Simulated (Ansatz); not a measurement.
PBE exchange is replaced step by step with exact exchange (0 % is PBE, 25 % PBE0; no dispersion term), basis def2-TZVP, Ansatz. System: Nb4⁺ (the lowest doublet isomer of a short search). Total charge 1; doublet. Geometry: PBE-D4/def2-SVP, each spin state at its own.

Left out: 35, 50 %, where a state is spin-contaminated, unstable or flagged.

Geometry of the doublet:

```csv
atom,x (Å),y (Å),z (Å)
Nb1,1.138,0.468,-0.937
Nb2,-1.338,0.414,-0.670
Nb3,-0.060,-1.530,0.220
Nb4,0.259,0.648,1.387
```

In the def2 sets Nb takes a core potential; there is no spin–orbit coupling. At PBE0-D4/def2-TZVP the charge 1 doublet is spin-contaminated (final ⟨S²⟩ up to 0.92, 0.75 for a pure state). At PBE with 15 % exact exchange/def2-TZVP, PBE0-D4/def2-TZVP the charge 1 quartet is spin-contaminated (final ⟨S²⟩ up to 4.04, 3.75 for a pure state). The structure comes from a short search, and lower isomers may exist.

HOMO and LUMO are taken over both spins.

| exact exchange (%) | HOMO (eV) | LUMO (eV) | gap (eV) | ⟨S²⟩ | quartet − doublet (kJ/mol) |
| --- | --- | --- | --- | --- | --- |
| 0 | -7.99 | -7.71 | 0.28 | 0.761 | 68.8 |
| 5 | -8.10 | -7.49 | 0.61 | 0.767 | 63.3 |
| 10 | -8.21 | -7.27 | 0.95 | 0.776 | 57.6 |
| 15 | -8.35 | -7.02 | 1.33 | 0.797 | 51.7 |
| 25 | -8.56 | -6.49 | 2.06 | 0.919 | 39.9 |
